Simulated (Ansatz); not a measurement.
Cost and result for the atomization energy of C₂H₆BNOSi, SMILES `N=C1CB1[SiH2]O` (12 atoms, 12 bonds).

Z-matrix (Å, degrees):
```
C
C 1 1.483
B 1 1.576 2 59.5
H 1 1.092 2 119.1 3 106.7
H 1 1.091 2 118.9 3 -110.0
N 2 1.262 1 145.5 3 178.0
Si 3 1.986 1 149.3 2 -178.1
H 6 1.026 2 110.6 1 2.0
O 7 1.653 3 114.8 1 -15.1
H 7 1.483 3 111.3 1 -134.4
H 7 1.495 3 105.2 1 107.9
H 9 0.958 7 117.3 3 47.0
```

Total charge 0; spin multiplicity 1. The geometry is a stationary point of PBE0-D4/def2-TZVP. It is one conformer, not always the lowest. Program: Ansatz. All runs use 4 threads of an Arm Neoverse V2 on a shared host. Times are those of one run each, without the atoms' runs, and a repeat can differ threefold. Electronic energies, without spin–orbit coupling; frozen cores. CCSD(T)/CBS adds CCSD(T) − MP2 in def2-TZVPP to the MP2 limit, and its time is that of the two runs behind it. T1 = 0.014; the RHF reference is unstable towards UHF. B3LYP takes the VWN-RPA correlation (the form of Gaussian; ORCA's B3LYP/G).

CCSD(T)/CBS is a level of theory with its own doubt, some kJ/mol a heavy atom from the limit and from the frozen cores, so smaller differences don't rank the functionals.

```
                             level  functions  wall time  atomization (kcal/mol)  difference from CCSD(T)/CBS  per bond
   PBE-D4/def2-TZVPP (with forces)        281      2.5 s                  1124.1                         37.9       3.2
                PBE0-D4/def2-TZVPP        281      2.8 s                  1096.9                         10.7       0.9
 B3LYP-D4/def2-TZVPP (with forces)        281      4.3 s                  1092.9                          6.7       0.6
r2SCAN-D4/def2-TZVPP (with forces)        281      4.5 s                  1096.0                          9.8       0.8
                 B2PLYP/def2-TZVPP        281        6 s                  1079.5                         -6.7      -0.6
                ωB97X-V/def2-TZVPP        281        7 s                  1094.8                          8.6       0.7
  ωB97M-V/def2-TZVPP (with forces)        281       11 s                  1094.7                          8.5       0.7
                    MP2/def2-QZVPP        535       31 s                  1097.4                         11.2       0.9
                CCSD(T)/def2-TZVPP        281    3.7 min                  1054.3                        -31.9      -2.7
                 CCSD(T)/CBS(def2)          –    4.2 min                  1086.2                          0.0       0.0
```

The D4 term adds +9.0 kcal/mol with B3LYP and +4.8 kcal/mol with PBE0; it sums over pairs of atoms, weighted by their polarisabilities, and B3LYP, whose exchange is more repulsive, gets the larger term. From PBE to PBE0 (25 % exact exchange), in def2-TZVPP and without D4, the atomization energy moves by −26.3 kcal/mol: exact exchange takes away binding that semilocal exchange gives to molecules. In def2-TZVPP, CCSD(T) changes the Hartree–Fock value by +289.3 kcal/mol (the triples alone add +19.8 kcal/mol) and MP2 by +313.4 kcal/mol; breaking electron pairs costs correlation energy, which Hartree–Fock lacks.
